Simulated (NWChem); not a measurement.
System: CH4MgS; SMILES C[S][MgH]

```xyz
7

Mg    -0.2628    -1.6456     0.0325
H     -0.8691    -3.1988     0.3878
S      0.6183     0.4500    -0.4709
C     -0.7569     1.6077    -0.0367
H     -0.3950     2.6305    -0.2564
H     -1.0204     1.5641     1.0381
H     -1.6646     1.4304    -0.6459
```
Atoms are numbered in this order, from 1.

Results from NWChem. Pople sets run with spherical d functions. All runs use the structure optimised with PBE-D3(BJ)/def2-SVP. Core excitations by TDA in a window of 1s orbitals, non-relativistic and unshifted: absolute energies depend strongly on the exact-exchange share.

Problem. Estimate the computed values for C K edge, PBE0/6-311G**. Quantities: first 1s excitation (eV); dipole oscillator strength of the first; first state with f > 0.002 (eV); dipole oscillator strength of that state.

Solution. 
```yaml
first 1s excitation (eV): 276.7
dipole_oscillator_strength_of_the_first: 0.0037
first state with f > 0.002 (eV): 276.7
dipole_oscillator_strength_of_that_state: 0.0037
```
